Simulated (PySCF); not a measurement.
**[TmF2]+ at several levels of theory**

Computed with PySCF 2.14.0 (density fitting, no spin-orbit coupling) at the geometry relaxed with PBE0:

```xyz
3
[TmF2]+ (singlet in the valence; each metal's 4f electrons, 12 of them, lie in its core potential, out of spins and levels)
Tm    0.0000    0.0000   -0.3132
F     1.5655    0.0000    0.7650
F    -1.5655    0.0000    0.7650
```

```
 level                                  basis    state  HOMO (eV)  gap (eV)  charge on Tm1 (e)  population of f-type functions on Tm1 (polarisation alone where 4f lies in the core)  dipole about the centre of mass (D)  largest force component (eV/Å)
  PBE0  Tm lcecp-1-SVP with ECP58, F def2-SVP  singlet     -16.35      7.86               1.64                                                                                  0.07                                 6.20                            0.01
 B3LYP                               the same  singlet     -16.02      7.10               1.61                                                                                  0.07                                 6.11                            0.33
revPBE                               the same  singlet     -14.36      5.18               1.51                                                                                  0.07                                 5.71                            0.66
```

In the lcecp rows the 4f levels are missing from HOMO and gap, and the state counts the valence alone.

Charges are Mulliken's, which hang on the basis. The relaxation used the grid (50, 194), these runs (75, 302) or, all-electron (x2c bases, spin-free X2C Hamiltonian), (99, 590).

Question: What does PBE0 with Tm lcecp-1-TZVP with ECP58, F def2-TZVP give here?

Answer: state singlet, HOMO (eV) -16.36, gap (eV) 7.97, charge on Tm1 (e) 1.86, population of f-type functions on Tm1 (polarisation alone where 4f lies in the core) 0.08, dipole about the centre of mass (D) 6.26, largest force component (eV/Å) 0.26. Time: 4.6 s on 2 threads of Arm Neoverse V2, with other jobs on the host, from free ions and atoms.

In the first row's basis the gap widens with exact exchange: 5.2 eV for revPBE (none); 7.1 to 7.9 eV for B3LYP, PBE0 (a fixed share).

An lcecp potential fixes the number of 4f electrons, so in runs with it no electron can move into or out of that shell.
